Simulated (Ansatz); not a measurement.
`ClC[CH2][GeH3]` + HCl → `ClCCl` + `[CH3][GeH3]`  (substitution at a C–C bond)

Isolated molecules relaxed with PBE0-D4/def2-TZVP in Ansatz; ΔE leaves out vibrations. CCSD(T)/CBS adds triple-zeta CCSD(T) − MP2 to the extrapolated MP2 energy (def2 sets, frozen cores). This one scheme is used for every species. Functionals use def2-TZVPP. B3LYP here is the variant with VWN-RPA as its local correlation; programs differ in this. HSE06 is defined as in plane-wave codes. For Ge outer-core shells are correlated without core-valence functions, which leaves a few kJ/mol of doubt a bond. Scalar relativity is left out up to krypton. Each species was taken in one conformer, which may not be the lowest.

| level | ΔE (kcal/mol) | difference from CCSD(T)/CBS |
| --- | --- | --- |
| PBE-D4 | 6.0 | -2.2 |
| revPBE-D4 | 6.2 | -2.0 |
| BLYP-D4 | 5.8 | -2.4 |
| r2SCAN-D4 | 6.5 | -1.7 |
| PBE0-D4 | 7.0 | -1.2 |
| B3LYP-D4 | 6.6 | -1.6 |
| r2SCANh-D4 | 6.8 | -1.4 |
| r2SCAN0-D4 | 7.2 | -1.0 |
| HSE06-D4 | 6.9 | -1.3 |
| BHLYP-D4 | 7.6 | -0.6 |
| CAM-B3LYP-D4 | 7.1 | -1.1 |
| ωB97X-V | 7.1 | -1.1 |
| ωB97M-V | 7.3 | -0.9 |
| B2PLYP | 6.2 | -2.0 |
| PBE-QIDH | 7.6 | -0.6 |
| PBE | 4.8 | -3.4 |
| revPBE | 3.7 | -4.5 |
| BLYP | 3.6 | -4.6 |
| r2SCAN | 6.2 | -2.0 |
| PBE0 | 6.0 | -2.2 |
| r2SCANh | 6.4 | -1.8 |
| r2SCAN0 | 6.8 | -1.4 |
| BHLYP | 6.1 | -2.1 |
| CAM-B3LYP | 6.0 | -2.2 |
| LC-ωPBE | 6.8 | -1.4 |
| RPA@PBE/def2-TZVPP | 8.4 | 0.2 |
| MP2/def2-SVP | 11.4 | 3.2 |
| CCSD/def2-SVP | 11.3 | 3.1 |
| CCSD(T)/def2-SVP | 11.3 | 3.1 |
| HF/def2-TZVPP | 6.3 | -1.9 |
| MP2/def2-TZVPP | 8.7 | 0.5 |
| SCS-MP2/def2-TZVPP | 7.9 | -0.3 |
| CCSD/def2-TZVPP | 8.6 | 0.4 |
| CCSD(T)/def2-TZVPP | 8.6 | 0.4 |
| HF/def2-QZVPP | 6.2 | -2.0 |
| MP2/def2-QZVPP | 8.4 | 0.2 |
| SCS-MP2/def2-QZVPP | 7.7 | -0.5 |
| HF/CBS(def2) | 6.2 | -2.0 |
| MP2/CBS(def2) | 8.3 | 0.1 |
| CCSD/CBS(def2) | 8.3 | 0.1 |
| CCSD(T)/CBS | 8.2 | 0 |

Largest T1 diagnostic among the species: 0.010.

From BLYP to BHLYP (50 % exact exchange), in def2-TZVPP and without D4, ΔE moves by +2.5 kcal/mol. In def2-TZVPP, CCSD(T) changes the Hartree–Fock value by +2.3 kcal/mol (the triples alone add −0.0 kcal/mol) and MP2 by +2.4 kcal/mol.

CCSD(T)/CBS has its own doubt, a few kJ/mol and more with outer-core shells, so smaller differences from it don't rank the levels.
